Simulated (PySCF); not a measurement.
Deuteron quadrupole couplings in `CC[P@](C)(=O)C[SiH3]`

C4H13OPSi.
Cartesian coordinates in Å at the GFN2-xTB level; atoms count from 1:
```xyz
20
C4H13OPSi angstrom
C     -2.6080   -0.5216   -0.3874
C     -1.7493    0.5913    0.1922
P     -0.0141    0.4367   -0.4256
C      0.8385    1.8800    0.3202
O      0.0707    0.4126   -1.8916
C      0.6753   -1.0542    0.3701
Si     2.5211   -1.2295   -0.0465
H     -3.6644   -0.3400   -0.1979
H     -2.3421   -1.4837    0.0468
H     -2.4491   -0.5754   -1.4634
H     -1.7740    0.5909    1.2828
H     -2.1060    1.5627   -0.1631
H      0.3452    2.7803   -0.0438
H      1.8684    1.8849   -0.0304
H      0.8141    1.8608    1.4056
H      0.1243   -1.8945   -0.0541
H      0.4915   -1.0257    1.4423
H      2.9108   -2.5873    0.3452
H      2.7637   -1.0117   -1.4664
H      3.2783   -0.2657    0.7619
```

Level: PBE0/pcSseg-1 (PySCF, non-relativistic); Q(2H) = 0.00286 b; rigid geometry, the same for H and D, with no vibrational averaging.

Question: Rank these positions by the coupling χzz of a deuteron there, largest first.
A. H12 (methylene hydrogen)
B. H15 (methyl hydrogen)
C. H20 (Si–H hydrogen)
D. H11 (methylene hydrogen)
E. H19 (Si–H hydrogen)

Answer: B (216 kHz), D (208 kHz), A (203 kHz), E (111 kHz), C (107 kHz).

Q: What are Vzz, η and χzz (234.96 MHz × Q × Vzz) at all hydrogens?

A: 
```
atom  bonded to  bond length (Å)  Vzz (au)     η  χzz (kHz)
  H8         C1            1.089    0.3144  0.02        211
  H9         C1            1.089    0.3135  0.03        211
 H10         C1            1.089    0.3045  0.02        205
 H11         C2            1.091    0.3099  0.01        208
 H12         C2            1.094    0.3018  0.03        203
 H13         C4            1.089    0.3134  0.01        211
 H14         C4            1.088    0.3151  0.02        212
 H15         C4            1.086    0.3211  0.00        216
 H16         C6            1.091    0.3132  0.01        210
 H17         C6            1.088    0.3205  0.02        215
 H18        Si7            1.466    0.1612  0.01        108
 H19        Si7            1.457    0.1656  0.01        111
 H20        Si7            1.468    0.1594  0.02        107
```

Q: Average by the element that carries the hydrogen.

A: on C: 210 kHz over 10 positions, mean bond length 1.089 Å; on Si: 109 kHz over 3 positions, mean bond length 1.464 Å.

Q: How does χzz go with the bond length over the 10 C–H bonds?

A: A straight-line fit has a slope of -14.6 kHz for each 0.01 Å, with a correlation coefficient of -0.79, over lengths from 1.086 to 1.094 Å.

Q: A static deuteron (I = 1) shows a doublet split by (3/2)χ, (3/4)χ(1 + η) and (3/4)χ(1 − η) with the field along z, y and x of the gradient. What are these for H19?

A: With |χ| = 111.3 kHz and η = 0.011: 167, 84 and 83 kHz, to first order and without motion.

Geometry: GFN2-xTB, one conformer, isolated molecule. GFN2-xTB bond lengths can be off by several hundredths of an ångström, more for odd bonds, and the gradients follow them. The basis is small and wasn't made for field gradients, so the couplings can be 20 % off.

These values come from a run that also computed NMR shieldings. On an Arm Neoverse V1 with one thread, shared host, this took 32 s of wall time and 0.93 GiB of memory at its peak.
